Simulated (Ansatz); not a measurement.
Program: Ansatz 0.2.0.

A structure relaxed at PBE0-D4/def2-TZVP, charge 0, multiplicity 1:

Cartesian coordinates in Å:
```
C -0.553 -1.988 0.715
C 0.063 -0.813 0.629
C 1.128 -0.420 1.604
C -0.288 0.175 -0.457
C 0.899 0.465 -1.380
C 1.470 -0.767 -2.057
C -0.851 1.481 0.109
C -2.091 1.298 0.966
H -1.325 -2.273 0.008
H -0.307 -2.703 1.493
H 2.079 -0.224 1.098
H 0.863 0.499 2.137
H 1.293 -1.204 2.343
H -1.075 -0.289 -1.066
H 0.567 1.182 -2.139
H 1.684 0.977 -0.811
H 2.287 -0.505 -2.732
H 0.703 -1.282 -2.644
H 1.852 -1.485 -1.327
H -0.072 1.994 0.684
H -1.081 2.141 -0.734
H -2.476 2.259 1.315
H -1.884 0.679 1.842
H -2.887 0.804 0.402
```

Question: Give its formula and SMILES.

Answer: C8H16, `C=C(C)C(CC)CC`.

Question: Point group (tolerance 0.08 Å, 0.16 Å for H)?

Answer: Cs.

Question: Summarise the bond lengths by kind.

Answer: 7 × C–C 1.329 to 1.531 Å; 16 × C–H 1.085 to 1.098 Å.
